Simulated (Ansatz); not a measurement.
C$_{2}$H$_{6}$GaIn (`C=[C]([GaH2])[InH2]`). The species carries charge 0 and has multiplicity 1. Correlated methods include outer-core shells of Ga, In, which these sets cover unevenly. Scalar relativity is left out up to krypton. In takes the def2 core potential.

```tsv
atom	x (Å)	y (Å)	z (Å)
C1	0.3461	-1.2525	-0.7556
C2	0.0797	-0.1432	-0.0478
Ga3	1.2816	0.2487	1.4454
In4	-1.6182	1.0168	-0.6701
H5	-0.2510	-1.5774	-1.6110
H6	1.1864	-1.9117	-0.5203
H7	1.0829	1.5171	2.3516
H8	2.4635	-0.7614	1.7078
H9	-2.0889	2.4650	0.1391
H10	-2.4820	0.3986	-2.0390
```

(1) Give the diagnostics of a CCSD(T)/def2-TZVPP run (frozen core, Ansatz). (Best estimate.)

Results:

(1) The calculation gave: T1 = 0.0138, largest single amplitude 0.018, largest double 0.046, (T) share of the correlation energy 3.9 %, 9 CCSD cycles. The RHF solution is stable towards an unrestricted one. T1 lies under the customary mark of 0.02 for closed shells.
